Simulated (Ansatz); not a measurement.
Reaction (formal exchange of groups at a B–B bond): `BBBr` + `FC=C=S` → `S=C=CBBr` + `BF`

Isolated molecules relaxed with PBE0-D4/def2-TZVP in Ansatz; ΔE leaves out vibrations. CCSD(T)/CBS adds triple-zeta CCSD(T) − MP2 to the extrapolated MP2 energy (def2 sets, frozen cores). This one scheme is used for every species. DFT in def2-TZVPP. B3LYP here is the variant with VWN-RPA as its local correlation; programs differ in this. HSE06 is defined as in plane-wave codes. For Br outer-core shells are correlated without core-valence functions, which leaves a few kJ/mol of doubt a bond. Scalar relativity is left out up to krypton. Each species was taken in one conformer, which may not be the lowest.

Is it downhill or uphill in electronic energy at CCSD(T)/CBS, and by how much? (Best estimate.)

Computed: Downhill: ΔE = -346.7 kJ/mol.

What do these levels give: B3LYP, HSE06, CAM-B3LYP, RPA@PBE/def2-TZVPP, MP2/def2-TZVPP, CCSD/CBS(def2)? (Estimate.)

Ansatz gave: B3LYP -340.2, HSE06 -339.2, CAM-B3LYP -341.2, RPA@PBE/def2-TZVPP -342.5, MP2/def2-TZVPP -375.3, CCSD/CBS(def2) -342.4 kJ/mol.

What do rigid-rotor, harmonic-oscillator terms from PBE0-D4/def2-TZVP frequencies (298.15 K, 1 bar) make of the CCSD(T)/CBS value? (An estimate is asked.)

The calculation gave: ΔZPE = +4.7 kJ/mol, ΔH = -341.9 kJ/mol, ΔS = -17 J/(mol·K), ΔG = -336.9 kJ/mol.

Largest T1 diagnostic among the species: 0.016.

From PBE to PBE0 (25 % exact exchange), in def2-TZVPP and without D4, ΔE moves by −5.0 kJ/mol. The D4 term adds −3.6 kJ/mol with B3LYP and −2.1 kJ/mol with PBE0; it sums over pairs of atoms, weighted by their polarisabilities, and B3LYP, whose exchange is more repulsive, gets the larger term. At CCSD(T), def2-SVP lies −9.6 kJ/mol from the extrapolated value and def2-TZVPP −1.1 kJ/mol.
